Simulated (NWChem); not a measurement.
# Si₂N₂H₈O; SMILES N[SiH](N)O[SiH3]

```xyz
13

N      1.1304    -1.7894     0.5707
Si     0.0652    -0.9627    -0.4967
N     -1.5104    -1.1843     0.1741
O      0.2517     0.6821    -0.6681
Si     0.0440     2.0804     0.1878
H      1.0929    -1.6221     1.5692
H      2.0651    -2.0347     0.2690
H      0.3596    -1.5017    -1.8462
H     -1.8005    -2.1144     0.4508
H     -2.2922    -0.6494    -0.1843
H     -1.3774     2.5242     0.1540
H      0.4491     1.9228     1.6132
H      0.8825     3.1407    -0.4284
```
Atoms are numbered in this order, from 1.

Computed with NWChem. Pople sets run with spherical d functions. All runs use the structure optimised with B3LYP/6-31G* (spherical d). GIAO values for the isolated, static molecule; σ is the absolute isotropic shielding, δ = σ(reference) − σ with the isolated reference molecule computed at the same levels (1H: tetramethylsilane, 15N: ammonia, 29Si: tetramethylsilane).

```tsv
level	δ N1 (ppm)	δ Si2 (ppm)	δ N3 (ppm)	δ Si5 (ppm)	δ H6 (ppm)	δ H8 (ppm)	δ H11 (rotor mean) (ppm)
LDA (Slater exchange, VWN5)/pcSseg-1	46.2	-41.6	37.0	-46.9	1.13	5.28	5.50
B3LYP/6-31G*	[?]	[?]	[?]	[?]	[?]	5.04	5.21
PBE/pcSseg-1	38.6	-45.7	30.7	-50.4	0.99	5.05	5.24
```

**Question.** Fill in the missing entries.

**Answer.** 
- B3LYP/6-31G*, δ N1 (ppm): 24.8
- B3LYP/6-31G*, δ Si2 (ppm): -33.3
- B3LYP/6-31G*, δ N3 (ppm): 15.6
- B3LYP/6-31G*, δ Si5 (ppm): -25.0
- B3LYP/6-31G*, δ H6 (ppm): 0.53
